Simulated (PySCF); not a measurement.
Stepwise substitution at one centre (Si Br-NH2). Gas-phase values, no solvent. One relaxed conformer stands for each flexible species; it need not be the lowest. Strings in code marks are SMILES.

Method: M06-2X/def2-TZVP // PBE0-D3(BJ)/def2-TZVP (PySCF 2.14.0). All candidates: neutral, multiplicity 1. Excitations are Tamm–Dancoff values on a coarser integration grid. The basis has no diffuse functions, so Rydberg states are missing or too high.

```json
{
  "brightest of the four lowest singlets (TDA)": "7.14 eV",
  "T1 excitation (TDA)": "6.36 eV",
  "S1 excitation (TDA)": "6.64 eV"
}
```

Question: Say which member has these values.
(A) `N[Si](N)(N)N`
(B) `N[Si](N)(Br)Br`
(C) `N[Si](N)(N)Br`

Answer: A, `N[Si](N)(N)N`. The others give `N[Si](N)(Br)Br`: 7.46 eV, 6.58 eV, 6.99 eV; `N[Si](N)(N)Br`: 7.21 eV, 6.77 eV, 7.21 eV
